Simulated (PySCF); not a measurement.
Al(CF3)(H)(OH) (CH₂AlF₃O), SMILES [OH][AlH][C](F)(F)F.

Geometry: TPSSh-D3(BJ)/def2-SVP. The structure was generated by enumeration; whether it is a known compound was not checked. One conformer was computed; it need not be the lowest.

Two levels are set side by side: TDDFT-PBE/def2-SVPD (PySCF) and TDDFT-M06-2X/def2-SVPD (PySCF). Vertical, same geometry. The lowest singlet is HOMO→LUMO 99 % with PBE and HOMO→LUMO 98 % with the other functional; states are paired by order. Differences are taken from unrounded values.

```json
[
 {"quantity": "lowest singlet excitation (eV)", "TDDFT-M06-2X": "5.92", "TDDFT-PBE": "5.23", "TDDFT-PBE minus TDDFT-M06-2X": "-0.69"},
 {"quantity": "lowest triplet excitation (TDA) (eV)", "TDDFT-M06-2X": "5.47", "TDDFT-PBE": "4.83", "TDDFT-PBE minus TDDFT-M06-2X": "-0.64"},
 {"quantity": "first bright state (f over 0.05) (eV)", "TDDFT-M06-2X": "8.23", "TDDFT-PBE": "7.27", "TDDFT-PBE minus TDDFT-M06-2X": "-0.96"},
 {"quantity": "its oscillator strength", "TDDFT-M06-2X": "0.22", "TDDFT-PBE": "0.08", "TDDFT-PBE minus TDDFT-M06-2X": "-0.14"}
]
```

Functionals without exact exchange tend to place singlet excitations lower, as here. Differences between two approximate levels are no errors against the true value.

Rough cost on one machine, each run with all the roots and properties that it gave: TDDFT-M06-2X against TDDFT-PBE about 20 times.
